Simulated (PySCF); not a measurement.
PySCF input for C₃H₅O₃, SMILES [CH2]OC(=O)OC, multiplicity 2, TDA-PBE/def2-SVPD. The structure is a stationary point at PBE0-D3(BJ)/def2-SVP. The isomer is the one that the SMILES or the coordinates give; other isomers of the formula were not compared.

```python
import numpy as np
from pyscf import gto, scf, dft, tdscf

mol = gto.M(
    atom='''
    C     2.35444734   -0.03746124    0.06258922
    O     1.14264841   -0.03794911    0.67730093
    C     0.04719443    0.00384033   -0.09754468
    O     0.03866964    0.06760675   -1.29487721
    O    -1.01121175   -0.03578820    0.69653062
    C    -2.26322202    0.00413881    0.03532072
    H     3.19162154    0.05368437    0.74976035
    H     2.38572588    0.13082862   -1.01315313
    H    -2.37426079   -0.85206919   -0.64619950
    H    -3.02440399   -0.03785949    0.82252816
    H    -2.37005145    0.93135285   -0.54676203
    ''',
    basis='def2-SVPD',
    charge=0,
    spin=1,
    max_memory=1600,
    verbose=4,
)
mf = dft.UKS(mol, xc='pbe').density_fit(auxbasis='def2-universal-jkfit')
mf.grids.level = 3
mf.conv_tol = 1e-9
mf.max_cycle = 100
mf.kernel()
fine, coarse = mf.grids, dft.Grids(mol).set(level=1).build(with_non0tab=True)
for _ in range(3):  # follow internal instabilities
    mf.grids = coarse
    mo, _, stable, _ = mf.stability(return_status=True, nroots=4)
    mf.grids = fine
    if stable:
        break
    mf.kernel(mf.make_rdm1(mo, mf.mo_occ))
mf.grids = dft.Grids(mol).set(level=1).build(with_non0tab=True)  # coarser grid for the response kernel
td = tdscf.TDA(mf)
td.nstates = 10
td.conv_tol = 1e-4
td.positive_eig_threshold = 1e-6
td.kernel(x0=td.get_init_guess(mf, 15))
td.analyze()
```

Output:

```
PySCF version 2.14.0

[INPUT] verbose = 4
[INPUT] num. atoms = 11
[INPUT] num. electrons = 47
[INPUT] charge = 0
[INPUT] spin (= nelec alpha-beta = 2S) = 1
[INPUT] symmetry False subgroup None
[INPUT] Mole.unit = angstrom
[INPUT] Symbol           X                Y                Z      unit          X                Y                Z       unit  Magmom
[INPUT]  1 C      2.354447340000  -0.037461240000   0.062589220000 AA    4.449260647311  -0.070791483887   0.118276484150 Bohr   0.0
[INPUT]  2 O      1.142648410000  -0.037949110000   0.677300930000 AA    2.159292551570  -0.071713424571   1.279913261613 Bohr   0.0
[INPUT]  3 C      0.047194430000   0.003840330000  -0.097544680000 AA    0.089184547305   0.007257171928  -0.184332730108 Bohr   0.0
[INPUT]  4 O      0.038669640000   0.067606750000  -1.294877210000 AA    0.073075028936   0.127758241672  -2.446963291841 Bohr   0.0
[INPUT]  5 O     -1.011211750000  -0.035788200000   0.696530620000 AA   -1.910913261442  -0.067629896491   1.316252109173 Bohr   0.0
[INPUT]  6 C     -2.263222020000   0.004138810000   0.035320720000 AA   -4.276869776885   0.007821217382   0.066746487322 Bohr   0.0
[INPUT]  7 H      3.191621540000   0.053684370000   0.749760350000 AA    6.031290603863   0.101448756470   1.416841720558 Bohr   0.0
[INPUT]  8 H      2.385725880000   0.130828620000  -1.013153130000 AA    4.508368521487   0.247230261055  -1.914581937946 Bohr   0.0
[INPUT]  9 H     -2.374260790000  -0.852069190000  -0.646199500000 AA   -4.486702641393  -1.610177408280  -1.221140076831 Bohr   0.0
[INPUT] 10 H     -3.024403990000  -0.037859490000   0.822528160000 AA   -5.715295231142  -0.071544067316   1.554352952142 Bohr   0.0
[INPUT] 11 H     -2.370051450000   0.931352850000  -0.546762030000 AA   -4.478748141628   1.760001811833  -1.033230492011 Bohr   0.0

nuclear repulsion = 243.815136140903
number of shells = 71
number of NR pGTOs = 239
number of NR cGTOs = 169
basis = def2-SVPD
ecp = {}


[settings echo left out]
init E= -343.108734585454
  alpha nocc = 24  HOMO = -0.178863765553905  LUMO = -0.0516835171326417
  beta  nocc = 23  HOMO = -0.361120552101071  LUMO = -0.178863765553907

WARN: HOMO -0.178863765553905 >= LUMO -0.178863765553907

cycle= 1 E= -342.148932459321  delta_E= 0.96  |g|= 0.699  |ddm|= 3.26
  alpha nocc = 24  HOMO = -0.104677513346194  LUMO = 0.0076170358551062
  beta  nocc = 23  HOMO = -0.103744971333458  LUMO = -0.0807081398265668
  HOMO = -0.103744971333  LUMO = -0.0807081398266  gap/eV = 0.62686
cycle= 2 E= -341.365765397793  delta_E= 0.783  |g|= 1.55  |ddm|= 2.05
  alpha nocc = 24  HOMO = -0.145517998504585  LUMO = -0.000442466921784467
  beta  nocc = 23  HOMO = -0.263338390485142  LUMO = -0.087447508508089
  HOMO = -0.145517998505  LUMO = -0.0874475085081  gap/eV = 1.58018
cycle= 3 E= -342.282623658814  delta_E= -0.917  |g|= 0.35  |ddm|= 1.51
  alpha nocc = 24  HOMO = -0.165432407954541  LUMO = -0.0033411663157057
  beta  nocc = 23  HOMO = -0.26088754331979  LUMO = -0.101690722557671
  HOMO = -0.165432407955  LUMO = -0.101690722558  gap/eV = 1.73450
cycle= 4 E= -342.329119288626  delta_E= -0.0465  |g|=  0.1  |ddm|= 0.398
  alpha nocc = 24  HOMO = -0.173545471259365  LUMO = -0.00582077700921315
  beta  nocc = 23  HOMO = -0.26242294274192  LUMO = -0.10678945159279
  HOMO = -0.173545471259  LUMO = -0.106789451593  gap/eV = 1.81652
cycle= 5 E= -342.332490690601  delta_E= -0.00337  |g|= 0.0264  |ddm|= 0.107
  alpha nocc = 24  HOMO = -0.167713321609109  LUMO = -0.00408121131943349
  beta  nocc = 23  HOMO = -0.261184590408888  LUMO = -0.100539494757105
  HOMO = -0.167713321609  LUMO = -0.100539494757  gap/eV = 1.82789
cycle= 6 E= -342.33282545173  delta_E= -0.000335  |g|= 0.00898  |ddm|= 0.0372
  alpha nocc = 24  HOMO = -0.168770223638952  LUMO = -0.00344545421581293
  beta  nocc = 23  HOMO = -0.260693465124441  LUMO = -0.101032362182271
  HOMO = -0.168770223639  LUMO = -0.101032362182  gap/eV = 1.84324
cycle= 7 E= -342.332859384469  delta_E= -3.39e-05  |g|= 0.00264  |ddm|= 0.0125
  alpha nocc = 24  HOMO = -0.168827336402138  LUMO = -0.00391716215125591
  beta  nocc = 23  HOMO = -0.261259755409578  LUMO = -0.100940244108549
  HOMO = -0.168827336402  LUMO = -0.100940244109  gap/eV = 1.84730
cycle= 8 E= -342.332862283462  delta_E= -2.9e-06  |g|= 0.0012  |ddm|= 0.0041
  alpha nocc = 24  HOMO = -0.168870802533102  LUMO = -0.00387240755121135
  beta  nocc = 23  HOMO = -0.261220101809738  LUMO = -0.100848807469872
  HOMO = -0.168870802533  LUMO = -0.10084880747  gap/eV = 1.85097
cycle= 9 E= -342.332862758572  delta_E= -4.75e-07  |g|= 0.000702  |ddm|= 0.00174
  alpha nocc = 24  HOMO = -0.168850100232553  LUMO = -0.00378884460438341
  beta  nocc = 23  HOMO = -0.261140812186737  LUMO = -0.100793755326298
  HOMO = -0.168850100233  LUMO = -0.100793755326  gap/eV = 1.85191
cycle= 10 E= -342.332862954728  delta_E= -1.96e-07  |g|= 0.000157  |ddm|= 0.000776
  alpha nocc = 24  HOMO = -0.168864631604129  LUMO = -0.00380791475112294
  beta  nocc = 23  HOMO = -0.261149045636149  LUMO = -0.100790576307105
  HOMO = -0.168864631604  LUMO = -0.100790576307  gap/eV = 1.85239
cycle= 11 E= -342.332862966927  delta_E= -1.22e-08  |g|= 3.7e-05  |ddm|= 0.00022
  alpha nocc = 24  HOMO = -0.168872473823095  LUMO = -0.00380709637099068
  beta  nocc = 23  HOMO = -0.261144966426544  LUMO = -0.100797987066672
  HOMO = -0.168872473823  LUMO = -0.100797987067  gap/eV = 1.85240
cycle= 12 E= -342.332862966998  delta_E= -7.16e-11  |g|= 3.7e-05  |ddm|= 8.06e-05
  alpha nocc = 24  HOMO = -0.168868484582239  LUMO = -0.00380648399067273
  beta  nocc = 23  HOMO = -0.261146963721871  LUMO = -0.100793728711667
  HOMO = -0.168868484582  LUMO = -0.100793728712  gap/eV = 1.85241
cycle= 13 E= -342.332862967549  delta_E= -5.51e-10  |g|= 1.82e-05  |ddm|= 4.5e-05
  alpha nocc = 24  HOMO = -0.168867765981758  LUMO = -0.00380626456746326
  beta  nocc = 23  HOMO = -0.261146130099231  LUMO = -0.100793466796983
  HOMO = -0.168867765982  LUMO = -0.100793466797  gap/eV = 1.85240
Extra cycle  E= -342.332862967131  delta_E= 4.18e-10  |g|= 3.8e-05  |ddm|= 5.49e-05
converged SCF energy = -342.332862967131  <S^2> = 0.75297894  2S+1 = 2.0029767
tot grids = 43440
uhf_internal: lowest eigs of H = [1.11896426 1.12545935 1.12981785 1.13358423]
<class 'pyscf.df.df_jk.DFUKS'> wavefunction is stable in the internal stability analysis
tot grids = 43440
Overwritten attributes  positive_eig_threshold  of <class 'pyscf.tdscf.uks.TDA'>


******** <class 'pyscf.tdscf.uks.TDA'> for <class 'pyscf.df.df_jk.DFUKS'> ********
nstates = 10
deg_eia_thresh = 1.000e-03
wfnsym = None
conv_tol = 0.0001
eigh lindep = 1e-12
eigh level_shift = 0
eigh max_cycle = 100


Excitation energies (eV)
[4.34531031 4.45601461 4.53952824 4.98948081 5.1235353  5.28958978
 6.01934197 6.08002338 6.16124521 6.20723111]

** Excitation energies and oscillator strengths **
Excited State   1:      4.34531 eV    285.33 nm  f=0.0000
      23b ->   24b      0.99669
Excited State   2:      4.45601 eV    278.24 nm  f=0.0041
      24a ->   26a      0.99467
Excited State   3:      4.53953 eV    273.12 nm  f=0.0699
      24a ->   25a     -0.97709
      21b ->   24b      0.10826
Excited State   4:      4.98948 eV    248.49 nm  f=0.0194
      22a ->   25a     -0.15368
      22b ->   24b     -0.98117
Excited State   5:      5.12354 eV    241.99 nm  f=0.0108
      24a ->   27a     -0.99124
      24a ->   28a      0.12456
Excited State   6:      5.28959 eV    234.39 nm  f=0.0044
      24a ->   27a      0.12569
      24a ->   28a      0.98964
Excited State   7:      6.01934 eV    205.98 nm  f=0.0003
      24a ->   29a      0.91874
      24a ->   30a     -0.12606
      20b ->   24b      0.35676
Excited State   8:      6.08002 eV    203.92 nm  f=0.0008
      24a ->   29a     -0.37972
      19b ->   24b      0.10495
      20b ->   24b      0.89887
      21b ->   24b     -0.14780
Excited State   9:      6.16125 eV    201.23 nm  f=0.0898
      24a ->   30a     -0.23634
      24a ->   31a     -0.44823
      20b ->   24b     -0.16446
      21b ->   24b     -0.82094
Excited State  10:      6.20723 eV    199.74 nm  f=0.0023
      24a ->   30a     -0.95111
      24a ->   31a      0.18883
      20b ->   24b     -0.10444
      21b ->   24b      0.17928

** Transition electric dipole moments (AU) **
state          X           Y           Z        Dip. S.      Osc.
  1        -0.0057     -0.0157     -0.0049      0.0003      0.0000
  2        -0.0320      0.1900     -0.0067      0.0372      0.0041
  3        -0.7788      0.0205     -0.1458      0.6282      0.0699
  4         0.3766     -0.0001     -0.1301      0.1587      0.0194
  5        -0.0180     -0.2930     -0.0106      0.0863      0.0108
  6         0.0290     -0.1819     -0.0156      0.0342      0.0044
  7        -0.0117      0.0339     -0.0222      0.0018      0.0003
  8        -0.0691     -0.0245     -0.0061      0.0054      0.0008
  9        -0.7697      0.0429     -0.0263      0.5949      0.0898
 10         0.1228     -0.0023     -0.0033      0.0151      0.0023

** Transition velocity dipole moments (imaginary part, AU) **
state          X           Y           Z        Dip. S.      Osc.
  1        -0.0005     -0.0015      0.0002      0.0000      0.0000
  2        -0.0023      0.0356      0.0029      0.0013      0.0052
  3        -0.0518     -0.0070      0.0226      0.0032      0.0129
  4         0.0296     -0.0009      0.0220      0.0014      0.0049
  5        -0.0010     -0.0666     -0.0034      0.0045      0.0158
  6         0.0043     -0.0758     -0.0045      0.0058      0.0198
  7        -0.0015      0.0079     -0.0028      0.0001      0.0002
  8        -0.0096      0.0044     -0.0018      0.0001      0.0003
  9        -0.1116      0.0095     -0.0115      0.0127      0.0373
 10         0.0151      0.0297      0.0034      0.0011      0.0033

** Transition magnetic dipole moments (imaginary part, AU) **
state          X           Y           Z
  1        -0.1275      0.0042     -0.0608
  2        -0.1494      0.0324     -0.4182
  3         0.0205      0.2474      0.0444
  4         0.0078     -0.0756     -0.0055
  5         0.0902     -0.0210      0.4239
  6        -0.0903     -0.0307      0.2388
  7        -0.2096     -0.0334     -0.0242
  8        -0.2658      0.0046      0.0648
  9         0.0481      0.3617      0.0329
 10         0.1228     -0.0944      0.2223
```

Self-consistency was reached.
